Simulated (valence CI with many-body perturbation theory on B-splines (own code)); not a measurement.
## Questions on Hf40+

Computed by relativistic CI+MBPT: four valence electrons over a frozen Dirac-Fock core [Ar] 3d10, a basis of 11 s, 11 p, 10 d, 8 f, 5 g, 2 h functions for each j, with the one-electron correlation potential Σ1, the two-electron term Σ2, the three-electron term Σ3, Breit, model QED; selected CI, second order for the rest, scaled by the run's own slope (own B-spline code, finite nucleus).

No measured spectrum was set against this ion. As an estimate, large intervals hold to a few tenths of a per cent, small ones and those within an open d or f shell to about a per cent. Among the levels kept, up to 380 cm⁻¹ of a level comes from second order outside the variational space, and about a tenth of that is noise between levels of different J, which matters for small intervals.

Levels are named by their leading jj configuration (3d3/2^4 stands for four electrons in 3d with j = 3/2), which in mixed levels can hold well under half, so a name can repeat and another be missing.

Rates and lifetimes use the calculated energies. Strong lines usually hold to 10 to 20 %, long lifetimes can be off by a factor of two.

Problem. What is the ground level?

Solution. (4s^2 4p1/2^2) J=0, composition 70 % 4s2 4p2 3P + 29 % 4s2 4p2 1S.

Problem. Where does the other parity begin?

Solution. At (4s 4p1/2^2 4p3/2) J=2, 12.462 Ry.

Problem. How well does LS coupling describe the low levels?

Solution. Among the lowest 20 levels the leading LS term, summed over configurations, holds 60 % on average. For single configurations the figures are 57 % in LS and 88 % in jj coupling. Terms mix most in the J = 1 level at 13.497 Ry, where the leading one holds 40 %.

Problem. Name the longest-lived excited levels whose lifetime is computed, and their main decay.

Solution. (4s^2 4p1/2 4p3/2) J=2 at 6.074 Ry lives 12.1 μs, mostly by E2 to (4s^2 4p1/2^2) J=0; (4s^2 4p3/2 4d5/2) J=4 at 24.005 Ry lives 373 ns, mostly by M1 to (4s^2 4p1/2 4d5/2) J=3; (4s^2 4p1/2 4p3/2) J=1 at 5.772 Ry lives 314 ns, mostly by M1 to (4s^2 4p1/2^2) J=0.

Problem. Among levels below 44.536 Ry, which E1 lines absorb most strongly from the ground level?

Solution. to (4s^2 4p1/2 4d3/2) J=1 at 5.128 nm, f = 1.61; to (4s 4p1/2^2 4p3/2) J=1 at 6.751 nm, f = 0.526; to (4s 4p1/2 4p3/2^2) J=1 at 4.656 nm, f = 0.0270.

Problem. What is the ionisation energy?

Solution. 1964.8 eV; NIST lists 1963 ± 4 eV (theoretical).
